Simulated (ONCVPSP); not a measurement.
# Configuration tests for osmium (ONCV)

* Element: Os (Z = 76)
* Generator: ONCVPSP 4.0.1
* Type: optimised norm-conserving Vanderbilt (ONCV)
* Functional: PBE
* Relativity: fully relativistic
* Frozen core: [Kr] 4d10 4f14
* Valence charge: 16
* Reference configuration: 5s2 5p6 5d6 6s2
* Partial waves: 5s+6s: rc 1.50 bohr, ncon 3, nbas 7, qcut 8.9 1/bohr, 2 projectors; 5p: rc 1.65 bohr, ncon 4, nbas 7, qcut 6.9 1/bohr, 1 projector; 5d: rc 2.40 bohr, ncon 4, nbas 8, qcut 7.8 1/bohr, 2 projectors, debl 2.1 Ha
* Local potential: polynomial inside 1.25 bohr (lpopt 5, dvloc0 4 Ha)
* Core correction: Teter function, fcfact 3, rcfact 1.15

Open shells are filled in proportion to 2j + 1.

Energies are relative to the spin-unpolarised reference configuration 5s2 5p6 5d6 6s2; without spin polarisation the order of configurations can differ from experiment.

(1) Give the all-electron excitation energy and the error of the potential for: 5s2 5p6 5d6 6s1; 5s2 5p6 5d6 6s0; 5s2 5p6 5d5 6s0; 5s1 5p6 5d6 6s2.

Levels in the configuration 5s2 5p6 5d5 6s0:

```csv
level,all-electron (eV),pseudo (eV)
5s j=1/2,-121.975,-122.010
5p j=3/2,-77.811,-77.835
5p j=1/2,-90.208,-90.244
5d j=5/2,-34.452,-34.448
5d j=3/2,-35.726,-35.722
```

Answers

(1)

```
valence configuration  charge  ΔE all-electron (eV)  error AE − PS (meV)
      5s2 5p6 5d6 6s1      +1                 9.585                 +1.1
      5s2 5p6 5d6 6s0      +2                26.504                 +4.1
      5s2 5p6 5d5 6s0      +3                55.343                 +8.5
      5s1 5p6 5d6 6s2      +1                98.073                 -133
```
